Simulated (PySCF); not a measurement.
PySCF input file for BH5N, SMILES B[NH3+], charge +1, HF/pcSseg-2. The structure is a stationary point at PBE0-D3(BJ)/def2-TZVP. The isomer is the one that the SMILES or the coordinates give; other isomers of the formula were not compared.

```python
import numpy as np
from pyscf import gto, scf, dft
from pyscf.prop.nmr import rhf as nmr

mol = gto.M(
    atom='''
    B     0.91516507   -0.00939021   -0.00000000
    N    -0.62882146   -0.00808630   -0.00000000
    H     1.42699830    0.00648427    1.06460482
    H     1.42699830    0.00648427   -1.06460483
    H    -0.95235981    0.96944524    0.00000001
    H    -1.03785597   -0.43942932    0.83333722
    H    -1.03785598   -0.43942932   -0.83333721
    ''',
    basis='pcSseg-2',
    charge=1,
    spin=0,
    max_memory=1600,
    verbose=3,
)
mf = scf.RHF(mol)
mf.conv_tol = 1e-10
mf.max_cycle = 100
mf.kernel()
n = nmr.NMR(mf)
n.verbose = 2
n.max_cycle_cphf = 60
sigma = n.kernel()
print('atom   isotropic/ppm   span/ppm')
for i, s in enumerate(sigma):
    w = np.linalg.eigvalsh((s + s.T) / 2)
    print(f'{mol.atom_symbol(i):2s}{i + 1:3d} {w.mean():14.3f} {w[2] - w[0]:11.3f}')
```

Log of the run:

```
converged SCF energy = -81.8369363644939
atom   isotropic/ppm   span/ppm
B   1         44.802     160.077
N   2        221.094      67.712
H   3         25.503       3.227
H   4         25.503       3.227
H   5         27.134      17.503
H   6         25.965      15.804
H   7         25.965      15.804
```

Self-consistency was reached.

Cost: about 40 core-seconds (a rough figure).
